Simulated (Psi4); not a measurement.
Intermolecular potential of CH2O2 ··· H2Se (SMILES O=CO and [SeH2]). Monomers: optimised at B3LYP-D3(BJ) (def2-TZVP), held rigid. Orientation: a higher rigid-body minimum at GFN2-xTB. Only R, the distance of the centres of mass, is varied, so the lowest point isn't the relaxed dimer.

Geometry at R = 3.59 Å (first 5 atoms: monomer A):
```
8

O      0.7465    -0.5397     0.3172
C     -0.3615    -0.0006    -0.2191
O     -0.6832     1.1485    -0.1276
H      1.2243     0.1674     0.7822
H     -0.9261    -0.7755    -0.7528
Se    -3.1854     1.3773    -1.2752
H     -2.9468     2.6589    -0.5951
H     -4.5285     1.8092    -1.6894
```

Methods: BLYP-D3(BJ)/def2-TZVP, counterpoise-corrected (Psi4); PBE-D3(BJ)/def2-TZVP, counterpoise-corrected (Psi4); SAPT0/jun-cc-pVDZ, frozen core (Psi4).

Interaction energies in kcal/mol:

```
R / Å  BLYP-D3(BJ)/def2-TZVP  PBE-D3(BJ)/def2-TZVP
-----  ---------------------  --------------------
3.02                   20.29                 17.79
3.15                   11.52                  9.80
3.38                    2.99                  2.20
3.59                   -0.38                 -0.72
3.76                   -1.55                 -1.70
4.01                   -2.02                 -2.07
4.28                   -1.82                 -1.87
4.63                   -1.31                 -1.40
5.10                   -0.75                 -0.86
5.82                   -0.35                 -0.38
6.83                   -0.15                 -0.14
8.06                   -0.06                 -0.05
```

Problem. What does SAPT0/jun-cc-pVDZ give at the same points?

Solution. 3.02: 19.03; 3.15: 10.72; 3.38: 2.67; 3.59: -0.46; 3.76: -1.50; 4.01: -1.87; 4.28: -1.67; 4.63: -1.24; 5.10: -0.77; 5.82: -0.38; 6.83: -0.16; 8.06: -0.07 (kcal/mol).
